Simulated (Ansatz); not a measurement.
C3H4Si, SMILES `C=[si]1cc1` (charge 0, multiplicity 1).

Cartesian coordinates (Å):
SMILES: C=[si]1cc1
```xyz
8

C      1.9031    -0.3212     0.1673
Si     0.2428    -0.0411     0.0210
C     -1.2584     0.8987    -0.1549
C     -1.4895    -0.4349    -0.0865
H      2.6081     0.4970     0.1675
H      2.2923    -1.3242     0.2626
H     -1.9073     1.7585    -0.2600
H     -2.3911    -1.0329    -0.1170
```
Charge 0, spin multiplicity 1.

Frozen-core energies in 6-31g from Ansatz (a quantum-chemistry and plane-wave program) at a geometry from B3LYP-D3(BJ)/def2-TZVP; the HF reference has <S^2> = 0.00 and the T1 diagnostic is 0.017.

```tsv
level	energy (Ha)
HF	-404.60577
MP2	-404.92288
CCSD	-404.95691
```

Q: Estimate the energies of CCSD(T), CCSDT and CCSDT(Q), and give each level's difference from CCSDT(Q).

A: 
```
level     energy (Ha)  difference from CCSDT(Q) (mHa)
--------  -----------  ------------------------------
MP2        -404.92288                           49.30
CCSD       -404.95691                           15.27
CCSD(T)    -404.97020                            1.98
CCSDT      -404.97091                            1.28
CCSDT(Q)   -404.97218                            0.00
```
